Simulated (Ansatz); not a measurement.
Reaction (formal loss of a carbene): `CC(C)[Si]N` → `[CH2]` (triplet) + `CC[Si]N`

Computed with Ansatz on PBE0-D4/def2-TZVP structures; ΔE is electronic, products minus reactants. CCSD(T)/CBS adds triple-zeta CCSD(T) − MP2 to the extrapolated MP2 energy (def2 sets, frozen cores). This one scheme is used for every species. DFT in def2-TZVPP. B3LYP here is the variant with VWN-RPA as its local correlation; programs differ in this. HSE06 is defined as in plane-wave codes. Triplets are unrestricted, without spin–orbit coupling. One conformer a species, not always the lowest.

| level | ΔE (eV) | difference from CCSD(T)/CBS |
| --- | --- | --- |
| LDA (SPW92) | 5.22 | 0.76 |
| PBE-D4 | 4.51 | 0.05 |
| revPBE-D4 | 4.40 | -0.06 |
| BLYP-D4 | 4.37 | -0.09 |
| r2SCAN-D4 | 4.20 | -0.26 |
| B97M-V | 4.44 | -0.02 |
| PBE0-D4 | 4.42 | -0.04 |
| B3LYP-D4 | 4.37 | -0.09 |
| r2SCANh-D4 | 4.19 | -0.27 |
| r2SCAN0-D4 | 4.17 | -0.29 |
| HSE06-D4 | 4.43 | -0.03 |
| BHLYP-D4 | 4.25 | -0.21 |
| CAM-B3LYP-D4 | 4.41 | -0.05 |
| ωB97X-V | 4.55 | 0.09 |
| B2PLYP | 4.33 | -0.13 |
| PBE-QIDH | 4.41 | -0.05 |
| PBE | 4.43 | -0.03 |
| revPBE | 4.14 | -0.32 |
| BLYP | 4.18 | -0.28 |
| r2SCAN | 4.18 | -0.28 |
| PBE0 | 4.35 | -0.11 |
| B3LYP | 4.23 | -0.23 |
| r2SCANh | 4.16 | -0.30 |
| HSE06 | 4.35 | -0.11 |
| BHLYP | 4.14 | -0.32 |
| LC-ωPBE | 4.31 | -0.15 |
| MP2/def2-SVP | 4.41 | -0.05 |
| CCSD/def2-SVP | 4.21 | -0.25 |
| CCSD(T)/def2-SVP | 4.31 | -0.15 |
| HF/def2-TZVPP | 2.87 | -1.59 |
| MP2/def2-TZVPP | 4.50 | 0.04 |
| SCS-MP2/def2-TZVPP | 4.49 | 0.03 |
| CCSD/def2-TZVPP | 4.22 | -0.24 |
| CCSD(T)/def2-TZVPP | 4.35 | -0.11 |
| HF/def2-QZVPP | 2.87 | -1.59 |
| MP2/def2-QZVPP | 4.56 | 0.10 |
| SCS-MP2/def2-QZVPP | 4.57 | 0.11 |
| HF/CBS(def2) | 2.87 | -1.59 |
| MP2/CBS(def2) | 4.61 | 0.15 |
| CCSD/CBS(def2) | 4.33 | -0.13 |
| CCSD(T)/CBS | 4.46 | 0 |

Largest T1 diagnostic among the species: 0.013.

Leaving LDA and LC-ωPBE aside and taking each functional with its dispersion term where it has one, the values spread over 0.39 eV, from r2SCAN0-D4 to ωB97X-V. LDA lies +0.80 eV from PBE without D4. From BLYP to BHLYP (50 % exact exchange), in def2-TZVPP and without D4, ΔE moves by −0.04 eV. At CCSD(T), def2-SVP lies −0.16 eV from the extrapolated value and def2-TZVPP −0.11 eV.
